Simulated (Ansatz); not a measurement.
Input for Ansatz (an electronic-structure program): U-wB97M-V/def2-TZVPP on AlSi, 2S+1 = 4, a spin state set in the input, which need not be the lowest, a point of a bond scan (R = 2.426 Å).

Ansatz 0.2 input:
```yaml
crystal:
  periodic: [false, false, false]
  atoms:
    - {symbol: Al, position_ang: [0.00000000, 0.00000000, 0.00000000]}
    - {symbol: Si, position_ang: [0.00000000, 0.00000000, 2.42581300]}
basis:
  gaussian:
    orbitals: def2-TZVPP
    pivot_positions_ang: [[0.00000000, 0.00000000, 0.00000000], [0.00000000, 0.00000000, 2.42581300]]
hamiltonian:
  xc: {name: wB97M-V}
magnetization: {spin_polarized: true, initial_magnetization: 3}
output: {forces: true, orbitals: {seedname: ./end}}
```

The log:

```
Functional definition: wB97M-V
[...]
integrals: 0.03 GiB planned
563 factors; their error is unknown
integrals: 0.06 GiB planned
143 factors; integrals over basis functions are off by at most 3.7e-5 eV
mean field: 0.40 GiB planned
mean field evaluation 1: about -14470.3140 eV, gradient 6.4e0 eV
mean field evaluation 2: about -14470.6341 eV, gradient 4.5e0 eV
mean field evaluation 4: about -14470.7789 eV, gradient 2.3e-1 eV
mean field evaluation 8: about -14470.7895 eV, gradient 1.6e-2 eV
mean field evaluation 16: about -14470.7895 eV, gradient 4.2e-5 eV
mean field -14470.78954736 eV, -531.7917072120 hartree, gradient 4.2e-5 eV, S^2 3.753374; 0 other end points of the search recorded, 0 dependent functions left out
the calculation of the forces begins
reference -14470.78957664 eV, -531.7917082881 hartree; 15, 12 occupied and 69, 72 virtual orbitals, 563 factors
Total energy: -14470.78957664 eV, -531.7917082881 hartree
Atom 0 at     0.000000     0.000000     0.000000 Å, force    -0.000000     0.000000    -0.029436 eV/Å
Atom 1 at     0.000000     0.000000     2.425813 Å, force     0.000000     0.000000     0.029436 eV/Å
Dipole moment:     0.000000    -0.000000    -0.311446 e Å
```

Self-consistency was reached.

Cost: roughly 8 core-seconds.
